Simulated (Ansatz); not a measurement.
These are frozen-core CCSD(T)/cc-pVTZ // B3LYP-D3(BJ)/def2-TZVP (Ansatz, a first-principles code) values and carry that method's errors. The geometry is that of the parent before the electron was removed.

Ansatz 0.2 input:
```yaml
crystal:
  periodic: [false, false, false]
  atoms:
    - { symbol: O, position_ang: [2.059855, 1.591706, 1.083376] }
    - { symbol: C, position_ang: [1.732634, 0.744761, 0.286869] }
    - { symbol: Si, position_ang: [0.517072, -0.68893, 0.726197] }
    - { symbol: Si, position_ang: [-1.641809, -0.010571, 0.098292] }
    - { symbol: H, position_ang: [2.115001, 0.801661, -0.760609] }
    - { symbol: H, position_ang: [0.60578, -0.958986, 2.178214] }
    - { symbol: H, position_ang: [0.913685, -1.889602, -0.051905] }
    - { symbol: H, position_ang: [-2.614394, -1.102053, 0.343378] }
    - { symbol: H, position_ang: [-2.036833, 1.184398, 0.879112] }
    - { symbol: H, position_ang: [-1.650979, 0.327624, -1.345359] }
basis:
  gaussian: { orbitals: cc-pVTZ }
correlation:
  method: ccsd_t
total_charge: 1
magnetization:
  spin_polarized: true
  initial_magnetization: 1
```

Output:

```
Functional definition: HF
1221 factors; integrals over basis functions are off by at most 1.3e-3 eV
mean field evaluation 1: about -18872.6254 eV, gradient 3.4e1 eV
mean field evaluation 2: about -18872.6346 eV, gradient 3.4e1 eV
mean field evaluation 4: about -18878.6522 eV, gradient 4.6e0 eV
mean field evaluation 8: about -18879.6255 eV, gradient 1.6e0 eV
mean field evaluation 16: about -18879.8273 eV, gradient 1.4e-2 eV
mean field evaluation 32: about -18879.8113 eV, gradient 1.6e-1 eV
mean field evaluation 64: about -18876.5332 eV, gradient 2.3e0 eV
mean field evaluation 96: about -18875.8886 eV, gradient 9.3e0 eV
mean field evaluation 128: about -18876.6199 eV, gradient 3.0e0 eV
mean field evaluation 160: about -18875.9559 eV, gradient 1.7e0 eV
mean field evaluation 192: about -18874.2418 eV, gradient 1.1e-1 eV
mean field -18879.82730999 eV, -693.8208564356 hartree, gradient 1.3e-6 eV, S^2 0.786304; 3 other end points of the search recorded, 0 dependent functions left out
12 core orbitals not correlated
reference -18879.82730999 eV, -693.8208564356 hartree; 12, 11 occupied and 188, 189 virtual orbitals, 1221 factors
second order -15.81461376 eV of doubles, -0.00000000 eV of singles
cycle   1  -16.76122737 eV  change   -9.5e-1 eV  update   1.3e-1
cycle   2  -17.42610737 eV  change   -6.6e-1 eV  update   4.8e-2
cycle   3  -17.62742371 eV  change   -2.0e-1 eV  update   3.9e-2
cycle   4  -17.66158134 eV  change   -3.4e-2 eV  update   2.2e-2
cycle   5  -17.67749443 eV  change   -1.6e-2 eV  update   1.2e-2
cycle   6  -17.68789554 eV  change   -1.0e-2 eV  update   5.5e-3
cycle   7  -17.69173583 eV  change   -3.8e-3 eV  update   3.4e-3
cycle   8  -17.69349297 eV  change   -1.8e-3 eV  update   2.3e-3
cycle   9  -17.69436259 eV  change   -8.7e-4 eV  update   1.4e-3
cycle  10  -17.69400375 eV  change    3.6e-4 eV  update   9.6e-4
cycle  11  -17.69370168 eV  change    3.0e-4 eV  update   5.5e-4
cycle  12  -17.69403330 eV  change   -3.3e-4 eV  update   2.8e-4
cycle  13  -17.69403321 eV  change    8.8e-8 eV  update   1.5e-4
cycle  14  -17.69414427 eV  change   -1.1e-4 eV  update   7.2e-5
cycle  15  -17.69418532 eV  change   -4.1e-5 eV  update   3.0e-5
cycle  16  -17.69419871 eV  change   -1.3e-5 eV  update   1.7e-5
perturbative correction -0.73852238 eV, -0.0271401969 hartree
Total energy: -18898.26003108 eV, -694.4982464414 hartree
```

Cost: roughly 27 core-minutes.
